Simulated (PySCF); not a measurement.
An unknown is described by computed data only.

Formula: CH7FSi2.

- Rotational structure: rotational constants A, B, C: 6.091, 2.452, 1.904 GHz [PBE0-D3(BJ)/def2-SVP]
- Triplet: lowest triplet excitation (Tamm–Dancoff): 6.39 eV [TDA CAM-B3LYP/def2-SVPD]
- Polarisability: 73.1 au [CAM-B3LYP/def2-SVPD]
- NMR, other nuclei: isotropic shieldings of nuclei other than C and H, by class: 463 (1 F), 422 (1 Si), 460 (1 Si) ppm [GIAO PBE0/pcSseg-1]
- Dipole: 1.62 D [CAM-B3LYP/def2-SVPD]
- XPS: Si2p3/2 106.6, Si2p3/2 106.6, C1s 292.6, F1s 692.4, Si1s 1846.3, Si1s 1846.3 eV [ΔSCF SCAN, pcX-2 on the ionised atom, pcseg-1 elsewhere, spin-free X2C, 2p3/2 from a spin–orbit splitting computed afterwards within the 2p shell]
- 13C NMR: chemical shifts (computed TMS as zero) by class: 74.1 (1 C) ppm [GIAO PBE0/pcSseg-1]
- UV, strongest line: among the 10 lowest singlet transitions: S6 at 8.23 eV (151 nm, f = 0.285) [TDDFT CAM-B3LYP/def2-SVPD]
- 1H NMR: chemical shifts (computed TMS as zero) by class: 4.77 (2 H), 3.96 (2 H), 3.60 (3 H) ppm [GIAO PBE0/pcSseg-1]
- Valence photoelectron: vertical ionisation energy: 10.38 eV [ΔSCF CAM-B3LYP/def2-SVPD]

Electronic properties: PySCF, gas phase, density fitting. Levels stand in brackets. Isolated species at its PBE0-D3(BJ)/def2-SVP geometry (one conformer only). Each NMR value is the plain mean over a class of atoms that symmetry, rotation or inversion makes alike.

Task: Propose a structure and show how it fits.

Result: Numbering: `[F:1][CH2:2][SiH2:3][SiH3:4]`. Its formula, CH7FSi2, gives 0 degrees of unsaturation, so no ring and no π bond. The one carbon: sp3 C–F carbon [C2] (74.1 ppm). Hydrogen classes from least to most shielded: 2 H on an sp3 C–F carbon, C2 (4.77 ppm), 2 H on an SiH2 silicon, Si3 (3.96 ppm), 3 H on an SiH3 silicon, Si4 (3.60 ppm). The other shieldings belong to: 463 ppm, alkyl fluorine [F1]; 422 ppm, SiH2 silicon [Si3]; 460 ppm, SiH3 silicon [Si4]. The core levels belong to: Si2p3/2 106.6 eV, SiH2 silicon [Si3]; Si2p3/2 106.6 eV, SiH3 silicon [Si4]; C1s 292.6 eV, sp3 C–F carbon [C2]; F1s 692.4 eV, alkyl fluorine [F1]; Si1s 1846.3 eV, SiH3 silicon [Si4]; Si1s 1846.3 eV, SiH2 silicon [Si3]. The first electron is taken from the HOMO, whose largest Löwdin shares are 0.32 on the SiH3 silicon, 0.30 on the SiH2 silicon, 0.12 on the sp3 C–F carbon and 0.05 on an Si–H hydrogen. The optimised geometry has point group C1 and is an asymmetric top. Structure: `FC[SiH2][SiH3]`. Computed isomers that give other values at the same levels: `FC([SiH3])[SiH3]` (rotational constant A: 5.792 GHz; this holds for the one conformer computed); `F[SiH2]C[SiH3]` (core binding energies: Si2p3/2 106.9, Si2p3/2 107.9, C1s 290.3, F1s 692.2, Si1s 1846.6, Si1s 1847.8 eV). The assignments are read from this structure; whether some other isomer fits the data as well wasn't checked.

The values belong to the conformer `[F:1][CH2:2][SiH2:3][SiH3:4]`: F1–C2–Si3–Si4 48°.
